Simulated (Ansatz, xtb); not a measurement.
## H4NSiSn: which of two structures lies lower

We compare X, a doublet given by its coordinates, with Y, a doublet given by its coordinates. Both are isolated molecules in the gas phase, relaxed with B3LYP-D3(BJ)/def2-SVP.

X (Å):

```xyz
7

N    -1.1709    1.3545   -0.2093
Si   -0.5354   -0.3062   -0.7548
Sn    1.2523    1.6807   -0.3669
H    -1.7852    1.9181   -0.7960
H    -1.4230    1.4728    0.7712
H     1.2382    1.4850    1.4136
H    -0.9647   -0.1445   -2.2072
```

Close contacts (Å): N1–Si2 1.86, N1–Sn3 2.45, Si2–Sn3 2.70, N1–H4 1.02, N1–H5 1.02, Si2–H7 1.52, Sn3–H6 1.79.

Y (Å):

```xyz
7

N    -0.5680   -0.6566   -0.9232
Si    0.5520   -0.1408    0.2651
Sn    0.7680    2.2663    1.1820
H    -0.6506   -1.6032   -1.2818
H    -1.2302   -0.0100   -1.3422
H    -0.5823    2.5497    0.0198
H     1.3082   -1.3991    0.5884
```

Close contacts (Å): N1–Si2 1.71, Si2–Sn3 2.58, N1–H4 1.02, N1–H5 1.02, Si2–H7 1.50, Sn3–H6 1.80.

Energies in hartree; the thermal terms are from B3LYP-D3(BJ)/def2-SVP harmonic frequencies (ideal gas, rigid rotor, one conformer each, 298.15 K, 1 atm) and include the zero-point energy:

|  | X | Y |
| --- | --- | --- |
| E, CCSD(T)/def2-SVP | −559.303715 | −559.314779 |
| zero-point energy | 0.040284 | 0.039678 |
| H(298 K) − E | 0.046569 | 0.046541 |
| G(298 K) − E | 0.010025 | 0.008580 |

Question: Work out ΔE, ΔE₀, ΔH and ΔG for X → Y in kcal/mol (1 Eh = 627.51 kcal/mol) and the equilibrium ratio [Y]/[X].

Answer: 1. ΔE = −559.314779 − (−559.303715) = −0.011064 Eh = −6.94 kcal/mol.
2. ΔE₀ = ΔE + ΔZPE = −0.011064 + (−0.000606) Eh = −7.32 kcal/mol.
3. ΔH = ΔE + (−0.000028) Eh = −6.96 kcal/mol.
4. ΔG = ΔE + (−0.001445) Eh = −7.85 kcal/mol, so ΔS = (ΔH − ΔG)/T = +12.5 J/(mol K).
5. kT = 0.9442 mEh, so K = [Y]/[X] = exp(−ΔG/kT) = exp(+13.25) ≈ 5.7 × 10^5.

Structure Y is favoured at this temperature. An error of 1 kcal/mol in ΔG would change K by a factor of 5.4. HF/STO-3G gave ΔE the other sign. Mirror images and further conformers aren't counted.

Other levels gave ΔE = −12.4 (GFN2-xTB); +8.5 (HF/STO-3G, GFN2-xTB geometries); −9.0 (r2SCAN-D4/def2-SVP, GFN2-xTB geometries); −8.0 (B3LYP-D3(BJ)/def2-SVP); −8.6 (HF/def2-SVP); −9.4 (MP2/def2-SVP) kcal/mol. Open shells are spin-unrestricted, with notable spin contamination. The correlated steps freeze 10 core orbitals; the filled d shell of Sn is correlated, in a basis made for valence electrons. Atoms past krypton carry core potentials in the def2 sets, without spin–orbit terms. Programs: Ansatz 0.2.0, xtb 6.7.1.
